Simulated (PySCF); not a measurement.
A structure optimised at B3LYP-D3(BJ)/def2-SVP, used in a PySCF frequency run:

```xyz
8

In     0.2766    -0.3336     0.0000
H      1.9066    -0.8867     0.0000
F     -1.0125    -1.8382     0.0000
C     -0.7312     1.5569     0.0000
C     -0.0857     2.7313     0.0000
H     -1.8279     1.5504     0.0000
H     -0.6239     3.6884     0.0000
H      1.0079     2.8084     0.0000
```

Question: Write its SMILES, formula and point group.

Answer: C=[CH][InH][F], C₂H₄FIn, Cs

Question: What are its rotational constants (standard atomic weights)?

Answer: 11.743, 2.3036, 1.9258 GHz
